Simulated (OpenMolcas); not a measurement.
An OpenMolcas run meant for neutral titanium (ANO-R2, X2C; inactive shells 1s 2s 2p 3s 3p; intended active space 4 electrons in 6 orbitals (3d 4s)). One step of its input:

```
&CASPT2
Multistate=10 1 2 3 4 5 6 7 8 9 10
Frozen=2 3
IPEA=0.25
Imaginary=5.0
MaxIter=60
WThr=0.0 0.3 0.05
PrWF=0.5
NoMix
```

The run finished. Its levels beside those of a sound run (MS-CASPT2, IPEA 0.25 Eh, imaginary shift 0.1 Eh (closed shells correlated: 3s 3p)), in cm⁻¹ above each run's lowest level:

| Level | This run | Usual run |
| --- | --- | --- |
| 3d² 4s² ³F₂ | 4104 | 0.0 |
| 3d² 4s² ³F₃ | 4245 | 141 |
| 3d² 4s² ³F₄ | 4428 | 323 |
| 3d³ 4s ⁵F₁ | 0.0 | 2263 |
| 3d³ 4s ⁵F₂ | 41.1 | 2305 |
| 3d³ 4s ⁵F₃ | 103 | 2366 |
| 3d³ 4s ⁵F₄ | 185 | 2448 |
| 3d³ 4s ⁵F₅ | 287 | 2551 |
| 3d² 4s² ³P₀ | 9420 | 5692 |
| 3d² 4s² ³P₁ | 9469 | 5732 |
| 3d³ 4s ³F₂ | 6792 | 9047 |
| 3d³ 4s ³F₃ | 6908 | 9161 |
| 3d³ 4s ³F₄ | 7061 | 9330 |
| 3d³ 4s ⁵P₁ | 8641 | 10920 |

**Question.** Which setting is unsound, and how much does it matter here?

**Answer.** The level shift is far above the usual 0.1 to 0.3 hartree and damps the second-order energy. Against the sound run the excited levels shown move by 2800 cm-1 on average and by 4100 cm-1 at most.

Term energies are means over components that CASPT2 splits; among the terms shown or strongly mixed into the levels shown the widest spread is 3900 cm-1 (3d³ 4s ⁵F, the sound run). Over all roots computed the reference weight is 0.82 to 0.89 in the sound run; the roots of lowest weight are the least certain, and an intruder state may touch them. Some high roots are left out of the spin-orbit mixing, which shifts the levels that they would mix with. Configurations are named by rounded mean occupations; where the s occupation lies near a half they are strongly mixed, a name can repeat and a true partner stay unpaired. A single d shell beside an s shell can misplace configurations of different d count against each other. The CASPT2 spread within a term exceeds the gap to the next term for 3d² 4s² ³F and 3d³ 4s ⁵F, 3d³ 4s ⁵F and 3d² 4s² ³P, 3d³ 4s ³F and 3d³ 4s ⁵P, so the order of their levels is uncertain, and so are names and mixing where such terms share a J (holds for the sound run). Some terms miss by over 15 % even with CASPT2, which points to a basis or an active space too small for the shells correlated (holds for the sound run). The lowest computed level is not the ground level that NIST lists (3F2) (holds for this run). Only configurations of the active space appear.
